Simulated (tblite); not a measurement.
Compound: C9H7N.
Structure used (GFN2-xTB), in Å, numbered top down from 1:
```
atom  x, y, z in Å
C1     2.383   -0.305   -0.201
C2     1.945    0.956    0.166
C3     0.633    1.386    0.349
C4    -0.514    0.637    0.199
C5    -1.827    1.066    0.379
C6    -2.689   -0.001    0.129
C7    -1.960   -1.135   -0.215
C8    -0.602   -0.819   -0.195
N9     0.346   -1.680   -0.476
C10    1.640   -1.456   -0.479
H11    3.456   -0.426   -0.288
H12    2.716    1.699    0.332
H13    0.496    2.422    0.640
H14   -2.122    2.060    0.664
H15   -3.763    0.046    0.194
H16   -2.360   -2.100   -0.459
H17    2.214   -2.338   -0.748
```

Computed geometry: GFN2-xTB, gas phase.

Masses are those of the commonest isotopes; rigid-rotor values at the optimised geometry. 

What are A, B and C (MHz)?

Ia = 174.33, Ib = 383.30, Ic = 557.63 u·Å²; 505379 MHz·u·Å²/I gives A = 2899, B = 1318, C = 906.3 MHz.

Classify the top.

An asymmetric top; Ray's κ = -0.586.

Is it planar, by Δ = Ic − Ia − Ib?

Planar: Δ = Ic − Ia − Ib = 0.00 u·Å². For a rigid frame Δ = −2 Σ m c², so it vanishes when all atoms lie in the ab plane; here none is more than 0.01 Å from it.

Where do the levels up to J = 5 lie, in MHz?

Above 0(0,0):
J = 1: 1(0,1) 2225, 1(1,1) 3805, 1(1,0) 4217
J = 2: 2(0,2) 6604, 2(1,2) 7843, 2(1,1) 9079, 2(2,1) 13821, 2(2,0) 13891
J = 3: 3(0,3) 13008, 3(1,3) 13858, 3(1,2) 16323, 3(2,2) 20495, 3(2,1) 20836, 3(3,1) 29469, 3(3,0) 29477
J = 4: 4(0,4) 21299, 4(1,4) 21811, 4(1,3) 25880, 4(2,3) 29339, 4(2,2) 30287, 4(3,2) 38489, 4(3,1) 38542, 4(4,1) 50889, 4(4,0) 50890
J = 5: 5(0,5) 31386, 5(1,5) 31665, 5(1,4) 37643, 5(2,4) 40306, 5(2,3) 42286, 5(3,3) 49786, 5(3,2) 49991, 5(4,2) 62169, 5(4,1) 62176, 5(5,1) 78104, 5(5,0) 78104
The levels of one J sum to (2J + 1)J(J + 1)(A + B + C)/3.

Its GFN2-xTB frequencies are all real (lowest 100 cm⁻¹). Zero-point vibration and centrifugal distortion are left out.

The run took 0.15 s on Arm Neoverse V1, one thread, shared host. This is the geometry optimisation.
